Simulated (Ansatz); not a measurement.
Start from `Br[SiH2]C1=CN1` and change one atom or group to get `ClCC1=CN1`.

Ansatz, PBE0-D4/def2-TZVP geometries, multiplicity 1. Each molecule was computed in one conformer, which needn't be the lowest.

Scalar relativity is left out up to krypton. Spin–orbit coupling is left out; it splits and shifts lone-pair levels of the heavy atoms by tenths of an eV.

```csv
property,`Br[SiH2]C1=CN1`
zero-point energy (PBE0-D4/def2-TZVP) / kJ/mol,141.4
HOMO–LUMO gap (B3LYP/def2-TZVPP) / eV,4.63
size of the dipole moment (B3LYP/def2-TZVPP) / D,2.01
"ideal-gas entropy at 298 K and 1 bar (rigid rotor, harmonic PBE0-D4/def2-TZVP) / J/(mol·K)",354
HOMO energy (PBE/def2-TZVPP) / eV,-5.19
HOMO energy (B3LYP/def2-TZVPP) / eV,-6.23
```

**Question.** Give the same properties after the change, and the shifts. (An estimate is asked.)

**Answer.** The calculation gave: 
| property | `ClCC1=CN1` | shift |
| --- | --- | --- |
| zero-point energy (PBE0-D4/def2-TZVP) / kJ/mol | 169.1 | 27.7 |
| HOMO–LUMO gap (B3LYP/def2-TZVPP) / eV | 4.92 | 0.29 |
| size of the dipole moment (B3LYP/def2-TZVPP) / D | 2.11 | 0.10 |
| ideal-gas entropy at 298 K and 1 bar (rigid rotor, harmonic PBE0-D4/def2-TZVP) / J/(mol·K) | 317 | -37 |
| HOMO energy (PBE/def2-TZVPP) / eV | -4.94 | 0.25 |
| HOMO energy (B3LYP/def2-TZVPP) / eV | -6.00 | 0.23 |

With PBE0 the HOMO rises by 0.24 eV and the LUMO rises by 0.56 eV, so the gap widens by about 0.32 eV. PBE moves the HOMO by 0.25 eV and ωB97M-V by 0.22 eV. Dipoles are sizes alone; their direction can turn.

B3LYP here is the variant with VWN-RPA as its local correlation; programs differ in this.
